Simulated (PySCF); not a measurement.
# Multinuclear NMR of C5H6O3Si

Geometry:
```csv
atom,x (Å),y (Å),z (Å)
O1,2.657,1.335,-1.227
C2,2.401,0.415,-0.493
O3,3.360,-0.362,0.045
C4,1.058,0.010,-0.085
C5,0.699,-1.026,0.743
O6,-0.621,-1.078,0.876
C7,-1.166,-0.073,0.137
Si8,-3.035,0.094,0.142
C9,-0.164,0.624,-0.473
H10,4.230,-0.054,-0.256
H11,1.293,-1.752,1.262
H12,-3.361,1.228,-0.718
H13,-3.616,-1.147,-0.371
H14,-3.479,0.324,1.517
H15,-0.262,1.470,-1.121
```

One conformer, no solvent model, non-relativistic, averaged over atoms made equivalent by symmetry, fast rotation or ring inversion. Structure optimised with GFN2-xTB; GIAO PBE0/pcSseg-1 shieldings; PySCF 2.14.

Question: Predict the 29Si NMR data.

Answer: 
```tsv
atoms	environment	σ (ppm)	δ (ppm)
Si8	silicon bonded to C, 3 H	435.0	-77.6
```

Shieldings were converted by a linear fit to measured shifts: 29Si (scatter 8.9 ppm rms, 25.8 ppm with the 6 outliers that the fit left out vs TMS, solution or neat liquid). A few per cent of atoms miss by over 2 rms, more outside the fitted compound classes.

On a 400 MHz spectrometer 29Si resonates near 79.5 MHz, so 1 ppm is 79.5 Hz.

Question: What are the 17O shifts?

Answer: 
```tsv
atoms	environment	σ (ppm)	δ (ppm)
O1	carbonyl oxygen	-90.0	348.7
O6	aromatic ring oxygen	9.7	257.9
O3	acid hydroxyl oxygen	133.2	145.3
```

Shieldings were converted by a linear fit to measured shifts: 17O (scatter 10.7 ppm rms, 12.2 ppm with the 3 outliers that the fit left out vs liquid water, solution or neat liquid). Occasional misses reach two or three times the rms, and more in compound classes unlike the fitted ones.

On a 600 MHz spectrometer 17O resonates near 81.3 MHz, so 1 ppm is 81.3 Hz.

In solution the two oxygens of a carboxylic acid exchange roles by proton transfer and give one 17O line. Hydrogen bonding in solution shields acid and N–H amide carbonyl oxygens by tens of ppm.
